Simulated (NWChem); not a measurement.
System: C3H9B; SMILES BCCC

NWChem input:

```
start job
memory heap 200 mb stack 900 mb global 1100 mb
geometry units angstroms noautoz
  B      0.117110    -2.133736    -0.037306
  H     -0.607394    -3.079656     0.182906
  H      1.254319    -2.354119    -0.397241
  C     -0.440873    -0.686802     0.056550
  C      0.530018     0.490126     0.056808
  C     -0.147956     1.849118    -0.030861
  H     -1.192884    -0.597286     0.862239
  H     -1.070618    -0.659491    -0.866637
  H      1.146378     0.447619     0.971687
  H      1.241074     0.373126    -0.779024
  H     -0.736907     1.943391    -0.958131
  H      0.583267     2.672105    -0.017056
  H     -0.840203     2.006465     0.812458
end
basis spherical
  * library def2-svp
end
dft
  xc mn15
  iterations 150
  mulliken
end
task dft gradient
```

NWChem printed, in part:

```
             Northwest Computational Chemistry Package (NWChem) 7.3.0
             --------------------------------------------------------

 C1  symmetry detected

                             Geometry "geometry" -> ""
                             -------------------------

 Output coordinates in angstroms (scale by  1.889725989 to convert to a.u.)

  No.       Tag          Charge          X              Y              Z
 ---- ---------------- ---------- -------------- -------------- --------------
    1 B                    5.0000     0.12726228    -2.13328207    -0.02863189
    2 H                    1.0000    -0.60311882    -3.08156938     0.15967279
    3 H                    1.0000     1.28127357    -2.34996926    -0.33305065
    4 C                    6.0000    -0.44041814    -0.68842572     0.03382659
    5 C                    6.0000     0.52458199     0.49255595     0.07679127
    6 C                    6.0000    -0.15390928     1.84842775    -0.04752731
    7 H                    1.0000    -1.23047652    -0.59966143     0.80232973
    8 H                    1.0000    -1.02537157    -0.66650482    -0.91851151
    9 H                    1.0000     1.09662485     0.45535840     1.02023888
   10 H                    1.0000     1.27528612     0.37604659    -0.72369212
   11 H                    1.0000    -0.69819112     1.93746854    -1.00220492
   12 H                    1.0000     0.57248214     2.67450914    -0.00137213
   13 H                    1.0000    -0.88634748     2.00538470     0.76120609

 Effective nuclear repulsion energy (a.u.)     114.3673343248

                                 NWChem DFT Module
                                 -----------------

 Summary of "ao basis" -> "ao basis" (spherical)
 ------------------------------------------------------------------------------
       Tag                 Description            Shells   Functions and Types
 ---------------- ------------------------------  ------  ---------------------
 B                          def2-svp                 6       14   3s2p1d
 H                          def2-svp                 3        5   2s1p
 C                          def2-svp                 6       14   3s2p1d

            General Information
            -------------------
          SCF calculation type: DFT
          Wavefunction type:  closed shell.
          No. of atoms     :    13
          No. of electrons :    32
           Alpha electrons :    16
            Beta electrons :    16
          Charge           :     0
          Spin multiplicity:     1
          Use of symmetry is: off; symmetry adaption is: off
          Maximum number of iterations: 150
          AO basis - number of functions:   101
                     number of shells:    51
          Convergence on energy requested:  1.00D-06
          Convergence on density requested:  1.00D-05
          Convergence on gradient requested:  5.00D-04

              XC Information
              --------------
                         MN15 Method XC Functional
                     Hartree-Fock (Exact) Exchange  0.440
                          MN15 Exchange Functional  1.000
                        MN15 Correlation Potential  1.000

             Grid Information
             ----------------
          Grid used for XC integration:  medium
          Radial quadrature: Mura-Knowles
          Angular quadrature: Lebedev.
          Tag              B.-S. Rad. Rad. Pts. Rad. Cut. Ang. Pts.
          ---              ---------- --------- --------- ---------
          B                   0.85       49          12.0       434
          H                   0.35       45          13.0       434
          C                   0.70       49          12.0       434
          Grid pruning is: on
          Number of quadrature shells:   601
          Spatial weights used:  Erf1

      Superposition of Atomic Density Guess
      -------------------------------------

 Sum of atomic energies:        -141.87193733

      Non-variational initial energy
      ------------------------------

 Total energy =    -144.522155
 1-e energy   =    -413.884685
 2-e energy   =     154.995196
 HOMO         =      -0.367097
 LUMO         =      -0.029928

     ---------------------------------------------
      Total Density - Mulliken Population Analysis
     ---------------------------------------------

    Atom       Charge   Shell Charges
 -----------   ------   -------------------------------------------------------
    1 B    5     4.81   1.99  0.93  0.24  1.24  0.37  0.04
    2 H    1     1.06   0.72  0.32  0.01
    3 H    1     1.06   0.72  0.32  0.01
    4 C    6     6.35   1.99  0.98  0.20  2.09  1.06  0.03
    5 C    6     6.21   1.99  0.96  0.20  1.99  1.03  0.04
    6 C    6     6.27   1.99  0.96  0.19  2.05  1.05  0.02
    7 H    1     0.88   0.66  0.19  0.03
    8 H    1     0.86   0.64  0.19  0.03
    9 H    1     0.90   0.68  0.20  0.02
   10 H    1     0.90   0.68  0.20  0.02
   11 H    1     0.90   0.67  0.20  0.02
   12 H    1     0.90   0.67  0.20  0.02
   13 H    1     0.90   0.67  0.20  0.02

   convergence    iter        energy       DeltaE   RMS-Dens  Diis-err
 ---------------- ----- ----------------- --------- --------- ---------
 d= 0,ls=0.0,diis     1   -144.1825708567 -2.59D+02  6.58D-03  3.89D-01
 d= 0,ls=0.0,diis     2   -144.2224854839 -3.99D-02  1.60D-03  1.82D-02
 d= 0,ls=0.0,diis     3   -144.2234706522 -9.85D-04  7.57D-04  1.25D-02
 d= 0,ls=0.0,diis     4   -144.2250963856 -1.63D-03  1.09D-04  9.59D-05
 d= 0,ls=0.0,diis     5   -144.2251101191 -1.37D-05  2.91D-05  1.19D-05
  Resetting Diis
 d= 0,ls=0.0,diis     6   -144.2251116474 -1.53D-06  7.51D-06  1.01D-06
 d= 0,ls=0.0,diis     7   -144.2251117760 -1.29D-07  2.09D-06  1.74D-08

         Total DFT energy =     -144.225111776044
      One electron energy =     -418.201410782517
           Coulomb energy =      182.991359891131
    Exchange-Corr. energy =      -23.382395209433
 Nuclear repulsion energy =      114.367334324775

 Numeric. integr. density =       31.999986161924

                       DFT Final Molecular Orbital Analysis
                       ------------------------------------

 Vector   14  Occ=2.000000D+00  E=-3.633105D-01
              MO Center=  1.9D-01,  6.2D-01,  3.0D-02, r^2= 2.9D+00
   Bfn.  Coefficient  Atom+Function         Bfn.  Coefficient  Atom+Function
  ----- ------------  ---------------      ----- ------------  ---------------
    44      0.326644   5 C  pz               82     -0.271585  10 H  s
    77      0.268648   9 H  s                58     -0.220605   6 C  pz
    87      0.199285  11 H  s                97     -0.189071  13 H  s
    30     -0.160617   4 C  pz               67     -0.158455   7 H  s
    83     -0.158088  10 H  s                78      0.153340   9 H  s

 Vector   15  Occ=2.000000D+00  E=-3.470805D-01
              MO Center=  1.9D-01, -1.4D+00, -3.4D-02, r^2= 3.2D+00
   Bfn.  Coefficient  Atom+Function         Bfn.  Coefficient  Atom+Function
  ----- ------------  ---------------      ----- ------------  ---------------
     4      0.308467   1 B  px               20     -0.303138   3 H  s
    28      0.271530   4 C  px               15      0.186691   2 H  s
    42     -0.180864   5 C  px               67     -0.178389   7 H  s
    21     -0.164344   3 H  s                31      0.129122   4 C  px
    68     -0.111044   7 H  s                72     -0.110856   8 H  s

 Vector   16  Occ=2.000000D+00  E=-3.445554D-01
              MO Center= -1.3D-01, -8.3D-01,  2.4D-02, r^2= 3.9D+00
   Bfn.  Coefficient  Atom+Function         Bfn.  Coefficient  Atom+Function
  ----- ------------  ---------------      ----- ------------  ---------------
     5      0.349384   1 B  py               29      0.337675   4 C  py
    15      0.245724   2 H  s                43     -0.246643   5 C  py
    57      0.239669   6 C  py               92      0.144034  12 H  s
    16      0.143226   2 H  s                32      0.140825   4 C  py
    60      0.111943   6 C  py               72      0.106001   8 H  s

 Vector   17  Occ=0.000000D+00  E=-2.585734D-02
              MO Center=  1.0D-01, -2.1D+00, -1.1D-02, r^2= 2.3D+00
   Bfn.  Coefficient  Atom+Function         Bfn.  Coefficient  Atom+Function
  ----- ------------  ---------------      ----- ------------  ---------------
     9      0.596414   1 B  pz                6     -0.528787   1 B  pz
    73      0.271513   8 H  s                68     -0.164781   7 H  s
     7      0.161621   1 B  px               72      0.157736   8 H  s
     4     -0.138939   1 B  px               41     -0.135940   5 C  s
    67     -0.105294   7 H  s                78      0.104539   9 H  s

[...]

                         DFT ENERGY GRADIENTS

    atom               coordinates                        gradient
                 x          y          z           x          y          z
   1 B       0.240491  -4.031319  -0.054106    0.000169   0.001484   0.000687
   2 H      -1.139729  -5.823322   0.301738   -0.001662  -0.002157   0.000408
   3 H       2.421256  -4.440798  -0.629374    0.002343  -0.000830  -0.000593
   4 C      -0.832270  -1.300936   0.063923    0.000477   0.000716  -0.001164
   5 C       0.991316   0.930796   0.145114   -0.002814   0.000470  -0.000340
   6 C      -0.290846   3.493022  -0.089814    0.000886  -0.001712   0.000205
   7 H      -2.325263  -1.133196   1.516183    0.000043   0.000093   0.000421
   8 H      -1.937671  -1.259511  -1.735735   -0.000090   0.000581   0.000174
   9 H       2.072320   0.860503   1.927972    0.000299   0.000060   0.000528
  10 H       2.409941   0.710625  -1.367580    0.000264   0.000202  -0.000291
  11 H      -1.319390   3.661285  -1.893893   -0.000157   0.000310  -0.000364
  12 H       1.081834   5.054089  -0.002593    0.000494   0.000446   0.000037
  13 H      -1.674954   3.789628   1.438471   -0.000251   0.000336   0.000291
```

Level: MN15/def2-SVP. Structure relaxed at the PBE0/def2-SVP level.
